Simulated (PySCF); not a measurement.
**A ladder of Hamiltonians for Ce(46+) (cerium, charge +46)**

Occupied: 1s1/2, 2s1/2, 2p1/2, 2p3/2, 3s1/2. Hartree-Fock calculated with PySCF 2.14 in an even-tempered Gaussian basis (17 s from 4.9 bohr⁻², ratio 2.7; 13 p from 5.9 bohr⁻², ratio 2.7), Gaussian nucleus throughout. NR is non-relativistic, sf-X2C the spin-free one-electron X2C Hamiltonian, X2C adds the bare one-electron spin-orbit term, X2C-SNSO screens it by Boettger's factors, DC is four-component Dirac-Coulomb, and the Gaunt and Breit terms are added at first order (total energies over the DC spinors, levels after relaxing the spinors in that mean field). QED terms are absent. Levels marked empty are virtual spinors of this ion; the basis has s and p functions only, so 3d, which can lie below the n = 4 levels, is absent.

```json
{"Hamiltonian": "NR", "E (hartree)": "-6509.6280", "E − E(DC) (hartree)": "274.2642", "CPU seconds": "0.19"}
{"Hamiltonian": "sf-X2C", "E (hartree)": "-6778.4367", "E − E(DC) (hartree)": "5.4554", "CPU seconds": "0.11"}
{"Hamiltonian": "X2C", "E (hartree)": "-6781.8101", "E − E(DC) (hartree)": "2.0820", "CPU seconds": "0.14"}
{"Hamiltonian": "X2C-SNSO", "E (hartree)": "-6781.5716", "E − E(DC) (hartree)": "2.3206", "CPU seconds": "0.13"}
{"Hamiltonian": "DC", "E (hartree)": "-6783.8922", "E − E(DC) (hartree)": "0.0000", "CPU seconds": "6.5"}
{"Hamiltonian": "DC+Gaunt", "E (hartree)": "-6777.2586", "E − E(DC) (hartree)": "6.6335", "CPU seconds": "11"}
{"Hamiltonian": "DC+Breit", "E (hartree)": "-6777.8459", "E − E(DC) (hartree)": "6.0463", "CPU seconds": "34"}
```

Question: Give the 3p spin-orbit interval with each Hamiltonian that has one.

Answer: X2C 122.3; X2C-SNSO 117.8; DC 117.7; DC+Gaunt 116.2; DC+Breit 116.2 (eV).

```tsv
level (eV)	NR	sf-X2C	X2C	X2C-SNSO	DC	DC+Gaunt	DC+Breit
1s1/2	-41845.8	-43819.4	-43815.0	-43815.3	-43855.6	-43747.9	-43755.0
2s1/2	-9049.6	-9595.4	-9594.3	-9594.4	-9599.5	-9588.4	-9589.1
2p1/2	-8743.2	-8922.8	-9259.4	-9246.6	-9249.1	-9229.8	-9231.8
2p3/2	-8743.2	-8922.8	-8776.1	-8781.0	-8784.7	-8771.2	-8773.2
3s1/2	-3696.8	-3864.1	-3864.0	-3864.0	-3865.2	-3862.3	-3862.6
3p1/2 (empty)	-3521.5	-3591.2	-3676.2	-3673.0	-3673.6	-3668.8	-3669.5
3p3/2 (empty)	-3521.5	-3591.2	-3554.0	-3555.2	-3556.0	-3552.6	-3553.3
4s1/2 (empty)	-1958.1	-2023.6	-2023.5	-2023.5	-2023.9	-2022.9	-2023.1
```

Weight of the small component: 1s1/2 0.0462, 2s1/2 0.0104, 2p1/2 0.0103, 2p3/2 0.00974, 3s1/2 0.00395, 3p1/2 0.00387, 3p3/2 0.00373, 4s1/2 0.00188.

Koopmans' value for the highest occupied level at DC+Breit: 3862.6 eV, against an ionisation energy of 3865 ± 4 eV (theoretical estimate listed by NIST; NIST Atomic Spectra Database, ionization energies); the former lacks relaxation, correlation, QED and recoil.

The whole ladder took 53 s of wall time on 1 thread of AMD EPYC 9R45 96-Core Processor (shared host), launched as `OMP_NUM_THREADS=1 python relrun2.py TASK.json OUT` (a driver that calls PySCF for each Hamiltonian).
